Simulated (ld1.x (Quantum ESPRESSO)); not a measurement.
Transferability test, ultrasoft potential for Ag

| Item | Value |
| --- | --- |
| Element | Ag (Z = 47) |
| Generator | ld1.x (Quantum ESPRESSO) 7.5 |
| Type | ultrasoft |
| Functional | PBE |
| Relativity | scalar-relativistic |
| Frozen core | [Ar] 3d10 |
| Valence charge | 19 |
| Reference configuration | 4s2 4p6 4d10 5s1 5p0 |
| Partial waves | 4s (bound): rcut 1.45, rcutus 1.55 bohr; 5s (bound): rcut 1.45, rcutus 1.55 bohr; 4p (bound): rcut 1.35, rcutus 1.40 bohr; 5p (bound, empty): rcut 1.35, rcutus 1.40 bohr; 4d (bound): rcut 1.45, rcutus 1.60 bohr; 4d channel at 0.1 Ry: rcut 1.45, rcutus 1.60 bohr |
| Local potential | all-electron potential smoothed inside 1.05 bohr (lloc = -1) |
| Core correction | a·sin(br)/r model core inside 1.00 bohr |
| Augmentation charge | PSQ, radius 1.45 bohr |

Energies are relative to the spin-unpolarised reference configuration 4s2 4p6 4d10 5s1 5p0; without spin polarisation the order of configurations can differ from experiment.

```
 valence configuration  charge  ΔE all-electron (eV)  error AE − PS (meV)
  4s2 4p6 4d10 5s0 5p0      +1                 7.757                 -5.1
   4s2 4p6 4d9 5s0 5p0      +2                29.871                  -12
   4s2 4p6 4d8 5s0 5p0      +3                66.064                  -37
  4s2 4p6 4d10 5s0 5p1       0                 3.866                 -5.5
4s2 4p6 4d10 5s0.5 5p0    +0.5                 3.017                 -1.2
  4s2 4p5 4d10 5s1 5p0      +1                65.245                 +1.3
   4s2 4p6 4d7 5s0 5p0      +4               117.780                  -98
```
